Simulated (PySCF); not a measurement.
## Frontier orbitals and the lowest excitations

Compound: C6H9NSi.
Z-matrix (Å and degrees, PBE0-D3(BJ)/def2-SVP geometry), rows numbered from 1:
```
Si
C   1  1.8964
C   2  1.4980  1  111.62
C   3  1.4034  2  121.44  1   -89.51
C   4  1.3898  3  119.05  2   178.28
C   5  1.3932  4  118.89  3    -0.12
C   6  1.3935  5  117.85  4    -0.04
N   7  1.3294  6  123.64  5     0.02
H   1  1.4961  2  109.80  3  -178.94
H   1  1.4920  2  110.32  3   -58.33
H   1  1.4958  2  109.70  3    61.71
H   2  1.1012  1  108.34  3  -123.27
H   2  1.1005  1  107.61  3   119.56
H   4  1.0925  3  120.11  2    -1.82
H   5  1.0930  4  120.39  3   179.78
H   6  1.0917  5  121.54  4   179.90
H   7  1.0966  6  120.15  5   179.92
```

The calculation used TDDFT PBE0/def2-SVPD, vertical, gas phase, core orbitals frozen in the response in PySCF 2.14.0, density-fitted response routines.

Kohn–Sham orbitals with the atoms that hold most of them (Löwdin shares over 4%, at most four atoms; ? is withheld):

```
orbital  ε (eV)                             atoms
 LUMO+2    0.53   Si1 28%, C2 10%, H12 8%, H14 7%
 LUMO+1   -0.54    C3 18%, C6 18%, C7 16%, C4 16%
   LUMO       ?    C5 24%, N8 22%, C7 12%, C4 11%
   HOMO   -7.20                                 ?
 HOMO-1   -7.40                                 ?
 HOMO-2   -8.31    C5 26%, N8 25%, C4 17%, C7 10%
 HOMO-3   -9.40  Si1 37%, H10 23%, H11 22%, C2 8%
```

Give the leading atoms of the HOMO.

C6 (bonded to 2 C and H) 19%; C4 (bonded to 2 C and H) 16%; C3 (bonded to 2 C and N) 15%; C7 (bonded to C, N and H) 14%.

Which atoms hold the HOMO-1, and with what shares?

N8 (bonded to 2 C) 56%; C7 (bonded to C, N and H) 11%; C3 (bonded to 2 C and N) 10%; C6 (bonded to 2 C and H) 6%. By element: nitrogen 56%, carbon 27% or more.

What is the LUMO energy, and the HOMO–LUMO gap?

ε(LUMO) = -0.85 eV; the gap is 6.35 eV (0.2333 hartree).

How does S1 compare with the orbital gap of 6.35 eV?

S1 is at 4.87 eV (f = 0.0049), 1.48 eV below the gap, made of HOMO-1→LUMO (92%). Its leading pair isn't HOMO and LUMO; the energies of that pair differ by 6.55 eV. 

One configuration dominates each of S1, S2, S3 and S4. Which, and how do the shares of the two leading atoms of either orbital change from the occupied to the empty one?

- S1 (4.87 eV, f 0.0049), HOMO-1→LUMO (92%): N8 56% → 22%, C7 11% → 12%, C5 at most 6% → 24%
- S2 (5.18 eV, f 0.0012), HOMO-1→LUMO+1 (93%): N8 56% → at most 17%, C7 11% → 16%, C3 10% → 18%, C6 6% → 18%
- S3 (5.31 eV, f 0.073), HOMO→LUMO (77%): C6 19% → at most 12%, C4 16% → 11%, C5 at most 14% → 24%, N8 at most 14% → 22%
- S4 (6.00 eV, f 0.186), HOMO→LUMO+1 (80%): C6 19% → 18%, C4 16% → 16%, C3 15% → 18%

One conformer stands for the species.
